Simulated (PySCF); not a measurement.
Highest occupied level (eV) of eight silicon and germanium compounds: PBE beside CAM-B3LYP, computed with PySCF for isolated molecules in the bases named; differences from unrounded values. The eight are the first of their class met in an unordered collection, after screening for sound electronic states; none was chosen by its value. Each molecule has one DFT geometry for both levels.

| molecule | basis | CAM-B3LYP |
|---|---|---|
| F₂H₂OSeSi, SMILES O[Si]([SeH])(F)F | def2-TZVP | -9.10 |
| C₃H₆ClFSi, SMILES C/C(Cl)=C/[SiH2]F | def2-TZVP | -8.97 |
| Ge(H)(Br)2(Me) (CH₄Br₂Ge), SMILES [CH3][GeH]([Br])[Br] | def2-TZVP | -9.61 |
| C2H11FSi3, SMILES F[SiH2][SiH2]CC[SiH3] | def2-TZVP | -9.39 |
| C4H10Si2, SMILES C[Si@H]1C=CC[SiH2]1 | def2-TZVP | -8.63 |
| C₃H₇NOSi, SMILES C#CCN[SiH2]O | def2-TZVP | -8.84 |
| H₇NO₂Si₂, SMILES N[Si@H](O)O[SiH3] | def2-TZVP | -9.32 |
| Ge(H)2(Me)(NH2) (CH7GeN), SMILES [CH3][GeH2][NH2] | def2-TZVPD | -8.55 |

**Question.** Estimate the PBE values and say how PBE differs from CAM-B3LYP over the set. (Estimate from the structure and the level; the computed values follow.)

**Answer.** 
```csv
molecule,PBE,difference
"F₂H₂OSeSi, SMILES O[Si]([SeH])(F)F",-6.57,2.53
"C₃H₆ClFSi, SMILES C/C(Cl)=C/[SiH2]F",-6.52,2.45
"Ge(H)(Br)2(Me) (CH₄Br₂Ge), SMILES [CH3][GeH]([Br])[Br]",-7.04,2.57
"C2H11FSi3, SMILES F[SiH2][SiH2]CC[SiH3]",-6.90,2.49
"C4H10Si2, SMILES C[Si@H]1C=CC[SiH2]1",-6.26,2.38
"C₃H₇NOSi, SMILES C#CCN[SiH2]O",-6.01,2.83
"H₇NO₂Si₂, SMILES N[Si@H](O)O[SiH3]",-6.38,2.94
"Ge(H)2(Me)(NH2) (CH7GeN), SMILES [CH3][GeH2][NH2]",-5.75,2.80
```
PBE lies below CAM-B3LYP in 0 and above it in 8 of the eight; the mean signed difference is 2.62 and the largest 2.94 eV.
